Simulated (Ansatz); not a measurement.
Conformers of `Cl[SiH][NH][GeH2][Cl]` radical, each relaxed with PBE0-D4/def2-TZVP in Ansatz. CBS adds the triple-zeta coupled-cluster correction to the MP2 limit.

Outer-core shells of Ge are correlated without core-valence functions. Scalar relativity is left out up to krypton. Spin–orbit coupling is left out.

Not all of them had a frequency check.

Conformer A:

```xyz
9

Cl    0.677    1.870    1.768
Si    1.556    0.185    0.969
N     0.584   -0.311   -0.362
Ge   -1.236   -0.212   -0.554
Cl   -2.197   -1.524    0.869
H     2.911    0.556    0.457
H     1.004   -1.022   -0.947
H    -1.577   -0.743   -1.948
H    -1.722    1.201   -0.250
```

Conformer B:

```xyz
9

Cl   -0.503    1.235    2.282
Si   -0.408    1.806    0.301
N    -0.123    0.409   -0.654
Ge    0.775   -1.123   -0.215
Cl   -0.616   -2.575    0.563
H    -1.722    2.394   -0.103
H    -0.550    0.402   -1.570
H     1.362   -1.731   -1.492
H     1.785   -0.816    0.888
```

Problem. Which is lowest in electronic energy at CCSD(T)/CBS (frozen core, def2 sets), and by how much? (Best estimate.)

Solution. The calculation gave: A; B lies 0.7 kJ/mol higher. Gaps under about 2 kJ/mol don't settle the order.

Problem. Give the energies relative to A (kJ/mol) with PBE0-D4/def2-TZVPP, B3LYP-D4/def2-TZVPP, B2PLYP/def2-TZVPP, r2SCAN/def2-TZVPP, MP2/def2-TZVPP, SCS-MP2/def2-TZVPP, CCSD/def2-TZVPP. (Best estimate.)

Solution. Ansatz gave: 
```json
{"level": "PBE0-D4/def2-TZVPP", "B": "0.6"}
{"level": "B3LYP-D4/def2-TZVPP", "B": "0.8"}
{"level": "B2PLYP/def2-TZVPP", "B": "0.7"}
{"level": "r2SCAN/def2-TZVPP", "B": "0.6"}
{"level": "MP2/def2-TZVPP", "B": "0.5"}
{"level": "SCS-MP2/def2-TZVPP", "B": "0.4"}
{"level": "CCSD/def2-TZVPP", "B": "0.4"}
```

B3LYP here is the variant with VWN-RPA as its local correlation; programs differ in this.
